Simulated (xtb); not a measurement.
xtb input:

```bash
xtb mol.xyz --gfnff --opt tight --chrg 1 --uhf 0
```
mol.xyz:
```
3

N     -0.00000000    -0.00000000    -0.90472069
P      0.00000000     0.00000000     0.55016401
H     -0.00000000    -0.00000000    -1.91941528
```

### Question
Predict the final energy.

### Answer
1.02405 Eh (GFN-FF).

It need not be the lowest isomer of its formula.
